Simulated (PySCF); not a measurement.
CH4BF2N, singlet, at a GFN2-xTB geometry; BHANDHLYP/6-31G, TDA run with PySCF.

PySCF was given this input:
```python
from pyscf import gto, scf, dft, tdscf

mol = gto.M(
    atom='''
B     0.232200    0.415723    0.290377
F     1.273543    0.884319    0.971686
F    -0.808960    1.232361    0.180905
N     0.247518   -0.848167   -0.264928
C    -0.813032   -1.477282   -1.026368
H     1.066185   -1.425084   -0.149842
H    -1.147302   -2.391683   -0.532202
H    -0.466405   -1.724597   -2.031729
H    -1.649155   -0.786509   -1.098730
''',
    basis='6-31g',
    charge=0,
    spin=0,
    verbose=4,
)

mf = dft.RKS(mol)
mf.xc = 'bhandhlyp'
mf.kernel()
td = mf.TDA()
td.nstates = 5
td.conv_tol = 1e-3
td.kernel()
td.analyze()
```

It wrote (shortened):

```
PySCF version 2.14.0

[INPUT] verbose = 4
[INPUT] num. atoms = 9
[INPUT] num. electrons = 40
[INPUT] charge = 0
[INPUT] spin (= nelec alpha-beta = 2S) = 0
[INPUT] symmetry False subgroup None
[INPUT] Mole.unit = angstrom
[INPUT] Symbol           X                Y                Z      unit          X                Y                Z       unit  Magmom
[INPUT]  1 B      0.232200000000   0.415723000000   0.290377000000 AA    0.438794406124   0.785602613683   0.548733002873 Bohr   0.0
[INPUT]  2 F      1.273543000000   0.884319000000   0.971686000000 AA    2.406647477857   1.671120716749   1.836220419074 Bohr   0.0
[INPUT]  3 F     -0.808960000000   1.232361000000   0.180905000000 AA   -1.528712845728   2.328824776595   0.341860904564 Bohr   0.0
[INPUT]  4 N      0.247518000000  -0.848167000000  -0.264928000000 AA    0.467741230900  -1.602803337894  -0.500641362729 Bohr   0.0
[INPUT]  5 C     -0.813032000000  -1.477282000000  -1.026368000000 AA   -1.536407810507  -2.791658388750  -1.939554423018 Bohr   0.0
[INPUT]  6 H      1.066185000000  -1.425084000000  -0.149842000000 AA    2.014797648119  -2.693018464500  -0.283160341957 Bohr   0.0
[INPUT]  7 H     -1.147302000000  -2.391683000000  -0.532202000000 AA   -2.168086562166  -4.519625846778  -1.005716022946 Bohr   0.0
[INPUT]  8 H     -0.466405000000  -1.724597000000  -2.031729000000 AA   -0.881377713128  -3.259016005247  -3.839411369336 Bohr   0.0
[INPUT]  9 H     -1.649155000000  -0.786509000000  -1.098730000000 AA   -3.116451286957  -1.486286604506  -2.076298784843 Bohr   0.0

nuclear repulsion = 171.151852553603
number of shells = 33
number of NR pGTOs = 126
number of NR cGTOs = 53
basis = 6-31g
ecp = {}

******** <class 'pyscf.dft.rks.RKS'> ********
method = RKS
initial guess = minao
damping factor = 0
level_shift factor = 0
DIIS = <class 'pyscf.scf.diis.CDIIS'>
diis_start_cycle = 1
diis_space = 8
diis_damp = 0
SCF conv_tol = 1e-09
SCF conv_tol_grad = None
SCF max_cycles = 50
direct_scf = True
direct_scf_tol = 1e-13
XC library pyscf.dft.libxc version 7.1.2
    S. Lehtola, C. Steigemann, M. J. T. Oliveira, and M. A. L. Marques,  SoftwareX 7, 1–5 (2018)
XC functionals = bhandhlyp
    A. D. Becke,  J. Chem. Phys. 98, 1372 (1993)
    Defined through Gaussian implementation.
radial grids:
    Treutler-Ahlrichs [JCP 102, 346 (1995); DOI:10.1063/1.469408] (M4) radial grids

becke partition: Becke, JCP 88, 2547 (1988); DOI:10.1063/1.454033
pruning grids: <function nwchem_prune>
grids dens level: 3
symmetrized grids: False
atomic radii adjust function: <function treutler_atomic_radii_adjust>
small_rho_cutoff = 0
Set gradient conv threshold to 3.16228e-05
Initial guess from minao.
tot grids = 109824
init E= -320.338075142053
  HOMO = -0.301289607567437  LUMO = 0.06919256250548  gap/eV = 10.08133
cycle= 1 E= -319.658622640344  delta_E= 0.679  |g|= 0.644  |ddm|= 2.69
  HOMO = -0.3209968469161  LUMO = 0.116674141448648  gap/eV = 11.90963
cycle= 2 E= -319.67020890452  delta_E= -0.0116  |g|= 0.656  |ddm|= 0.87
  HOMO = -0.336023241522444  LUMO = 0.11777860399674  gap/eV = 12.34858
cycle= 3 E= -319.736980608141  delta_E= -0.0668  |g|= 0.0289  |ddm|= 0.403
  HOMO = -0.340499718070442  LUMO = 0.118810720997997  gap/eV = 12.49847
cycle= 4 E= -319.737074313354  delta_E= -9.37e-05  |g|= 0.0224  |ddm|= 0.0365
  HOMO = -0.336260812988374  LUMO = 0.120568192579741  gap/eV = 12.43095
cycle= 5 E= -319.737182185504  delta_E= -0.000108  |g|= 0.0022  |ddm|= 0.0172
  HOMO = -0.336821755935767  LUMO = 0.12028728716073  gap/eV = 12.43857
cycle= 6 E= -319.737183326341  delta_E= -1.14e-06  |g|= 0.000486  |ddm|= 0.00248
  HOMO = -0.33682579737876  LUMO = 0.120249970240184  gap/eV = 12.43767
cycle= 7 E= -319.737183390731  delta_E= -6.44e-08  |g|= 0.000139  |ddm|= 0.000573
  HOMO = -0.336810652280977  LUMO = 0.120257873965297  gap/eV = 12.43747
cycle= 8 E= -319.737183396256  delta_E= -5.53e-09  |g|= 2.26e-05  |ddm|= 0.000147
  HOMO = -0.336812881085922  LUMO = 0.120258046888628  gap/eV = 12.43753
cycle= 9 E= -319.737183396474  delta_E= -2.18e-10  |g|= 5.01e-06  |ddm|= 3.84e-05
  HOMO = -0.336813075715997  LUMO = 0.120257458410883  gap/eV = 12.43752
Extra cycle  E= -319.737183396479  delta_E= -4.72e-12  |g|= 3.17e-06  |ddm|= 8.77e-06
converged SCF energy = -319.737183396479

******** <class 'pyscf.tdscf.rks.TDA'> for <class 'pyscf.dft.rks.RKS'> ********
nstates = 5 singlet
deg_eia_thresh = 1.000e-03
wfnsym = None
conv_tol = 0.001
eigh lindep = 1e-12
eigh level_shift = 0
eigh max_cycle = 100

Excitation energies (eV)
[ 8.76253362  9.9793046  10.55745706 10.7319969  11.56832351]

** Singlet excitation energies and oscillator strengths **
Excited State   1:      8.76253 eV    141.49 nm  f=0.0001
      20 -> 21        0.68840
      20 -> 23        0.12134
Excited State   2:      9.97930 eV    124.24 nm  f=0.4437
      20 -> 22       -0.69010
Excited State   3:     10.55746 eV    117.44 nm  f=0.0211
      20 -> 21       -0.13224
      20 -> 23        0.65801
      20 -> 24       -0.19845
Excited State   4:     10.73200 eV    115.53 nm  f=0.0315
      20 -> 23        0.18714
      20 -> 24        0.59082
      20 -> 26        0.25913
      20 -> 27        0.19833
Excited State   5:     11.56832 eV    107.18 nm  f=0.0445
      20 -> 24        0.31675
      20 -> 26       -0.54706
      20 -> 27       -0.28328

** Transition electric dipole moments (AU) **
state          X           Y           Z        Dip. S.      Osc.
  1         0.0100      0.0098     -0.0221      0.0007      0.0001
  2        -0.2131     -1.1768     -0.6203      1.8150      0.4437
  3        -0.1094     -0.1072      0.2409      0.0815      0.0211
  4        -0.1326     -0.1299      0.2921      0.1198      0.0315
  5        -0.1519     -0.1488      0.3344      0.1570      0.0445

** Transition velocity dipole moments (imaginary part, AU) **
state          X           Y           Z        Dip. S.      Osc.
  1        -0.0059     -0.0057      0.0129      0.0002      0.0005
  2        -0.0791     -0.2273     -0.1370      0.0767      0.1394
  3        -0.0533     -0.0523      0.1175      0.0194      0.0333
  4        -0.0410     -0.0402      0.0904      0.0115      0.0194
  5        -0.0439     -0.0431      0.0968      0.0132      0.0206

** Transition magnetic dipole moments (imaginary part, AU) **
state          X           Y           Z
  1        -0.0931      0.5276      0.1925
  2        -0.1389     -0.1361      0.3059
  3         0.5474     -0.5726     -0.0062
  4         0.4910     -0.1608      0.1514
  5         0.8963     -0.3847      0.2358
```
